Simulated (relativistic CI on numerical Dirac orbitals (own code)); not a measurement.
Ligand-field terms of d4

Computed with a parametric ligand-field model of a d^n configuration (Racah B and C, spin-orbit zeta, crystal field), exact diagonalisation.

Field parameters in Wybourne normalisation: D3d B²₀ = −7Dσ, B⁴₀ = −14Dq − 21Dτ, B⁴₃ = −14√(10/7) Dq; D4h B²₀ = −7Ds, B⁴₀ = 21(Dq − Dt), B⁴₄ = 21√(5/14) Dq; Td as Oh with Dq negative (B⁴₀ = 21Dq, B⁴₄ = √(5/14) B⁴₀). The field is a parameter set, without covalency.

Ground term and bands for B = 420, C = 2180, ζ = 0 cm⁻¹, D4h, 10Dq = 17900, Ds = -1500, Dt = -450 cm⁻¹?

Ground term 3A2 with 0.02 electrons in the two orbitals of the cubic e set. Spin-allowed: 3E 2162 cm⁻¹, 3A1 16131 cm⁻¹ (620 nm), 3E 17682 cm⁻¹ (566 nm), 3B2 17803 cm⁻¹ (562 nm). Lowest spin-forbidden: 5A1 4969 cm⁻¹ (2013 nm), 1B2 6216 cm⁻¹ (1609 nm), 1B1 6654 cm⁻¹ (1503 nm).

Ground term and bands for B = 440, C = 2240, ζ = 0 cm⁻¹, Td, 10Dq = -8750 cm⁻¹?

Ground term 5T2 with 2.00 electrons in the two orbitals of the cubic e set. Spin-allowed: 5E 8750 cm⁻¹ (1143 nm). Lowest spin-forbidden: 1A1 1025 cm⁻¹, 3T1 3706 cm⁻¹ (2698 nm), 3T2 6098 cm⁻¹ (1640 nm).

Ground term and bands for B = 520, C = 2240, ζ = 0 cm⁻¹, D3d, 10Dq = 38150, Dσ = 0, Dτ = -160 cm⁻¹?

Ground term 3E with 0.01 electrons in the two orbitals of the cubic e set. Spin-allowed: 3A2 1133 cm⁻¹, 3E 35552 cm⁻¹ (281 nm), 3A2 35650 cm⁻¹ (281 nm), 3E 36422 cm⁻¹ (275 nm). Lowest spin-forbidden: 1A1 6315 cm⁻¹ (1584 nm), 1E 7145 cm⁻¹ (1400 nm), 1E 8298 cm⁻¹ (1205 nm).

Ground term and bands for B = 640, C = 3250, ζ = 0 cm⁻¹, D3d, 10Dq = 18050, Dσ = 1200, Dτ = 260 cm⁻¹?

Ground term 3A2 with 0.03 electrons in the two orbitals of the cubic e set. Spin-allowed: 3E 4742 cm⁻¹ (2109 nm), 3A1 17325 cm⁻¹ (577 nm), 3E 18017 cm⁻¹ (555 nm), 3E 19993 cm⁻¹ (500 nm). Lowest spin-forbidden: 5E 3315 cm⁻¹ (3017 nm), 1E 9397 cm⁻¹ (1064 nm), 1A1 13214 cm⁻¹ (757 nm).

Ground term and bands for B = 470, C = 2040, ζ = 0 cm⁻¹, D3d, 10Dq = 25300, Dσ = 890, Dτ = 80 cm⁻¹?

Ground term 3A2 with 0.01 electrons in the two orbitals of the cubic e set. Spin-allowed: 3E 2879 cm⁻¹, 3A1 24418 cm⁻¹ (410 nm), 3E 24751 cm⁻¹ (404 nm), 3E 25862 cm⁻¹ (387 nm). Lowest spin-forbidden: 1E 6444 cm⁻¹ (1552 nm), 1A1 9042 cm⁻¹ (1106 nm), 1E 9301 cm⁻¹ (1075 nm).
